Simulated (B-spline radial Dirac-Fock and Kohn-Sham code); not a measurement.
Calculated with a radial B-spline solver, using Dirac-Fock ΔSCF + Breit + QED. Free neutral atoms.

Problem. Order these X-ray lines by photon energy, lowest first.
A. La Lγ5
B. Tc Lγ2
C. Ce Lγ1
D. In Lγ5
E. Cd Lγ5
F. Mn Kβ3

Solution. B (3006.1 eV), E (3612.0 eV), D (3808.4 eV), A (5609.6 eV), C (6052.6 eV), F (6486.4 eV).
